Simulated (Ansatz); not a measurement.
`CO[SiH2][SiH3]` + H₂Te → `[SiH3][SiH2][TeH]` + CH₃OH at 400 K and 1 bar (ligand exchange at the Si–O bond).

Computed with Ansatz on PBE0-D4/def2-TZVP structures; ΔE is electronic, products minus reactants. CBS: MP2 limit from def2 TZ/QZ plus the TZ coupled-cluster correction, frozen cores. This one scheme is used for every species. def2 core potentials past Kr. For Te outer-core shells are correlated without core-valence functions, which leaves a few kJ/mol of doubt a bond. Each species was taken in one conformer, which may not be the lowest.

```
            species  CCSD(T)/CBS energy (Eh)  H − E (kJ/mol)  S (J/(mol·K))
   `CO[SiH2][SiH3]`               -696.20864           256.4          398.7
               H₂Te               -268.91024            45.0          239.1
`[SiH3][SiH2][TeH]`               -849.49595           160.5          401.4
              CH₃OH               -115.61712           151.2          252.6
```

H − E and S are ideal-gas, rigid-rotor, harmonic terms from PBE0-D4/def2-TZVP, for one conformer and one mirror image of each species. 1 Eh = 2625.50 kJ/mol, R = 8.31446 J/(mol·K).

Problem. By hand: ΔE, ΔH, ΔS and ΔG.

Solution. ΔE = (-849.49595) + (-115.61712) − (-696.20864) − (-268.91024) = 0.00581 Eh = 15.3 kJ/mol. Δ(H − E) = 160.5 + 151.2 − 256.4 − 45.0 = 10.3, so ΔH = 25.6 kJ/mol. ΔS = 401.4 + 252.6 − 398.7 − 239.1 = 16.2 J/(mol·K). ΔG = 25.6 − 400 × (16.2)/1000 = 19.1 kJ/mol.

Problem. By hand: the equilibrium constant, and the temperature at which ΔG would vanish if ΔH and ΔS stayed fixed.

Solution. log₁₀ K = −ΔG/(RT ln 10) = -2.5. ΔG = 0 at ΔH/ΔS = 1580 K, though so small a ΔS makes that figure unsure.

ΔH outweighs TΔS. A doubt of 5 kJ/mol in ΔE shifts log₁₀ K by 0.7 here. Other conformers and mirror images would add mixing entropy, several J/(mol·K) or more a flexible species. Modes under 60 cm⁻¹, often nearly free rotors, make the harmonic entropy too high. These are equilibria of isolated gas molecules and say nothing of rates. Largest T1 diagnostic: 0.012 (customary marks: 0.02 for closed shells, 0.045 for open ones).
